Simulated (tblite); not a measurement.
Parent: `[CH3:1][C@@H:2]1[SiH2:3][S:4][CH2:5][C@H:6]1[F:7]` with C1–C2–Si3–S4 -145°, C2–Si3–S4–C5 -5°, Si3–S4–C5–C6 31°, S4–C5–C6–F7 -175°, C4H9FSSi.

Structures optimised with GFN2-xTB, isolated species. One conformer each, not checked by frequencies here.

| coordinate of the parent | value |
| --- | --- |
| C1–C2 | 1.524 Å |
| C2–Si3 | 1.906 Å |
| Si3–S4 | 2.145 Å |
| S4–C5 | 1.824 Å |
| C5–C6 | 1.521 Å |
| C6–F7 | 1.384 Å |
| C2–C6 | 1.524 Å |
| C1–C2–Si3 | 114.6° |
| C1–C2–C6 | 111.7° |
| Si3–C2–C6 | 105.7° |
| C2–Si3–S4 | 96.9° |
| Si3–S4–C5 | 94.1° |
| S4–C5–C6 | 109.5° |
| C5–C6–F7 | 108.3° |
| C2–C6–C5 | 110.9° |
| C2–C6–F7 | 110.3° |

Task: How does the shared frame change in `[CH3:1][C:2]#[C:3][C@@:4]1([F:5])[CH2:6][S:7][SiH2:8][C@@H:9]1[CH3:10]` with C3–C4–C6–S7 169°, C4–C6–S7–Si8 -15°, C6–S7–Si8–C9 -11°, S7–Si8–C9–C10 157°, C7H11FSSi? Atoms pair as C1 = C10, C2 = C9, Si3 = Si8, S4 = S7, C5 = C6, C6 = C4, F7 = F5 (parent first).

Result: 
```csv
parent,relative,value in the relative,change
C1–C2,C10–C9,1.523 Å,-0.001
C2–Si3,C9–Si8,1.906 Å,0.000
Si3–S4,Si8–S7,2.142 Å,-0.003
S4–C5,S7–C6,1.834 Å,+0.010
C5–C6,C6–C4,1.527 Å,+0.006
C6–F7,C4–F5,1.401 Å,+0.017
C2–C6,C9–C4,1.531 Å,+0.007
C1–C2–Si3,C10–C9–Si8,114.8°,+0.2
C1–C2–C6,C10–C9–C4,111.9°,+0.2
Si3–C2–C6,Si8–C9–C4,104.2°,-1.5
C2–Si3–S4,C9–Si8–S7,95.9°,-1.0
Si3–S4–C5,Si8–S7–C6,94.7°,+0.6
S4–C5–C6,S7–C6–C4,112.2°,+2.7
C5–C6–F7,C6–C4–F5,107.6°,-0.7
C2–C6–C5,C9–C4–C6,110.7°,-0.2
C2–C6–F7,C9–C4–F5,107.4°,-2.9
```

Of the parent's bonds, C6–F7 changes most (+0.017 Å). Bonds of the relative outside the shared frame: C1–C2 1.444, C2≡C3 1.199, C3–C4 1.453 Å. Point group C1 → C1.

Task: How does the shared frame change in `[CH3:1][C@@H:2]1[SiH2:3][S:4][CH2:5][C@@:6]1([CH3:7])[F:8]` with C1–C2–Si3–S4 -150°, C2–Si3–S4–C5 -3°, Si3–S4–C5–C6 30°, S4–C5–C6–C7 75°, C5H11FSSi? Atoms pair as C1 = C1, C2 = C2, Si3 = Si3, S4 = S4, C5 = C5, C6 = C6, F7 = F8 (parent first).

Result: 
```csv
parent,relative,value in the relative,change
C1–C2,C1–C2,1.525 Å,+0.001
C2–Si3,C2–Si3,1.904 Å,-0.002
Si3–S4,Si3–S4,2.144 Å,-0.001
S4–C5,S4–C5,1.824 Å,0.000
C5–C6,C5–C6,1.529 Å,+0.008
C6–F7,C6–F8,1.401 Å,+0.017
C2–C6,C2–C6,1.533 Å,+0.009
C1–C2–Si3,C1–C2–Si3,114.9°,+0.3
C1–C2–C6,C1–C2–C6,113.8°,+2.1
Si3–C2–C6,Si3–C2–C6,106.6°,+0.9
C2–Si3–S4,C2–Si3–S4,96.6°,-0.3
Si3–S4–C5,Si3–S4–C5,93.9°,-0.2
S4–C5–C6,S4–C5–C6,110.9°,+1.4
C5–C6–F7,C5–C6–F8,106.2°,-2.1
C2–C6–C5,C2–C6–C5,108.9°,-2.0
C2–C6–F7,C2–C6–F8,108.2°,-2.1
```

Of the parent's bonds, C6–F7 changes most (+0.017 Å). Bonds of the relative outside the shared frame: C6–C7 1.521 Å. Point group C1 → C1.

Task: How does the shared frame change in `[CH2:1]=[CH:2][C@@:3]1([F:4])[CH2:5][S:6][SiH2:7][C@@H:8]1[CH3:9]` with C1–C2–C3–F4 0°, C2–C3–C5–S6 169°, C3–C5–S6–Si7 -15°, C5–S6–Si7–C8 -11°, S6–Si7–C8–C9 158°, C6H11FSSi? Atoms pair as C1 = C9, C2 = C8, Si3 = Si7, S4 = S6, C5 = C5, C6 = C3, F7 = F4 (parent first).

Result: 
| parent | relative | value in the relative | change |
| --- | --- | --- | --- |
| C1–C2 | C9–C8 | 1.523 Å | -0.001 |
| C2–Si3 | C8–Si7 | 1.907 Å | +0.001 |
| Si3–S4 | Si7–S6 | 2.140 Å | -0.005 |
| S4–C5 | S6–C5 | 1.834 Å | +0.010 |
| C5–C6 | C5–C3 | 1.527 Å | +0.006 |
| C6–F7 | C3–F4 | 1.394 Å | +0.010 |
| C2–C6 | C8–C3 | 1.533 Å | +0.009 |
| C1–C2–Si3 | C9–C8–Si7 | 114.5° | -0.1 |
| C1–C2–C6 | C9–C8–C3 | 111.8° | +0.1 |
| Si3–C2–C6 | Si7–C8–C3 | 104.5° | -1.2 |
| C2–Si3–S4 | C8–Si7–S6 | 95.8° | -1.1 |
| Si3–S4–C5 | Si7–S6–C5 | 94.7° | +0.6 |
| S4–C5–C6 | S6–C5–C3 | 112.4° | +2.9 |
| C5–C6–F7 | C5–C3–F4 | 107.3° | -1.0 |
| C2–C6–C5 | C8–C3–C5 | 110.3° | -0.6 |
| C2–C6–F7 | C8–C3–F4 | 107.2° | -3.1 |

Of the parent's bonds, S4–C5, C6–F7 and C2–C6 change most and about equally (+0.009 to +0.010 Å). Bonds of the relative outside the shared frame: C1=C2 1.319, C2–C3 1.502 Å. Point group C1 → C1.

The numbers are calculated, not measured.
